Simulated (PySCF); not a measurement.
From one molecule to another.

First species: C₄H₆F₂.
Cartesian coordinates in Å at the GFN2-xTB level; atoms count from 1:
```
atom  x, y, z in Å
C1     1.878   -0.636    0.342
C2     0.780   -0.484   -0.373
C3    -0.161    0.672   -0.223
C4    -1.560    0.191    0.140
F5    -2.116   -0.510   -0.879
F6    -2.385    1.245    0.362
H7     2.172    0.081    1.092
H8     2.534   -1.477    0.204
H9     0.500   -1.210   -1.123
H10    0.177    1.351    0.560
H11   -0.234    1.223   -1.165
H12   -1.583   -0.448    1.037
```

Second species: C4H6N2S.
Cartesian coordinates in Å at the GFN2-xTB level; atoms count from 1:
```xyz
13
C4H6N2S angstrom
N     -1.6829   -0.0278   -0.9695
C     -1.0339   -0.4892    0.2491
C      0.3984   -0.0551    0.2514
C      1.2733   -0.1815   -0.8546
N      2.4883    0.2571   -0.6820
S      2.6862    0.8577    0.8224
C      1.0693    0.5313    1.2876
H     -2.6492   -0.3327   -0.9942
H     -1.6717    0.9858   -1.0145
H     -1.0764   -1.5849    0.2459
H     -1.5180   -0.1348    1.1761
H      0.9954   -0.6025   -1.8041
H      0.7168    0.7771    2.2688
```

Levels: PBE0/def2-SVPD for dipole moment, HOMO energy, LUMO energy, HOMO–LUMO gap, static isotropic polarisability and electronic spatial extent ⟨r²⟩ about the centre of nuclear charge; TDDFT PBE0/def2-SVPD for lowest singlet excitation; TDA PBE0/def2-SVPD for lowest triplet excitation (Tamm–Dancoff); GFN2-xTB for rotational constant A and rotational constant C. Geometries: GFN2-xTB. Each structure is a single optimised conformer of the isolated species, non-relativistic unless stated; the electronic structure was computed with PySCF and density fitting.

Dipoles, sizes and rotational constants follow the conformer. The torsions of the flexible species, by atom-mapped SMILES:
- `[CH2:1]=[CH:2][CH2:3][CH:4]([F:5])[F:6]`: C1–C2–C3–C4 -121°, C2–C3–C4–F5 -67°
- `[NH2:1][CH2:2][c:3]1[cH:4][n:5][s:6][cH:7]1`: N1–C2–C3–C4 -46°, H–N1–C2–C3 179°, H–N1–C2–C3 -62°

Values for the first species:

| Property | Result |
| --- | --- |
| Dipole moment | 2.19 D |
| HOMO energy | -8.00 eV |
| LUMO energy | -0.14 eV |
| HOMO–LUMO gap | 7.86 eV |
| Lowest singlet excitation | 7.52 eV |
| Lowest triplet excitation (Tamm–Dancoff) | 4.46 eV |
| Static isotropic polarisability | 51.6 au |
| Electronic spatial extent ⟨r²⟩ about the centre of nuclear charge | 685 bohr² |
| Rotational constant A | 8.020 GHz |
| Rotational constant C | 1.683 GHz |

Estimate the same properties for the second species, and the change in each.

```
                                                         property      first     second  second less first
                                                    dipole moment     2.19 D     3.71 D            +1.52 D
                                                      HOMO energy   -8.00 eV   -7.10 eV           +0.90 eV
                                                      LUMO energy   -0.14 eV   -0.85 eV           -0.71 eV
                                                    HOMO–LUMO gap    7.86 eV    6.25 eV           -1.61 eV
                                        lowest singlet excitation    7.52 eV    5.24 eV           -2.28 eV
                         lowest triplet excitation (Tamm–Dancoff)    4.46 eV    4.16 eV           -0.30 eV
                                  static isotropic polarisability    51.6 au    78.1 au           +26.5 au
electronic spatial extent ⟨r²⟩ about the centre of nuclear charge  685 bohr²  940 bohr²         +255 bohr²
                                            rotational constant A  8.020 GHz  6.343 GHz         -1.677 GHz
                                            rotational constant C  1.683 GHz  1.235 GHz         -0.448 GHz
```

On the first: S1 lies 0.34 eV below the HOMO–LUMO gap; its leading configuration is HOMO→LUMO, weight 0.85. A dipole of 2.19 D is allowed in C1, and pure rotational transitions are dipole-allowed.

On the second: No computed singlet falls in the visible range (750 to 380 nm, 1.65 to 3.26 eV); S1 lies 1.98 eV above its blue end. The vertical singlet–triplet gap S1 − T1 is 1.08 eV (TDDFT singlet less Tamm–Dancoff triplet; S1: HOMO→LUMO, weight 0.80; T1: HOMO−2→LUMO, weight 0.68).
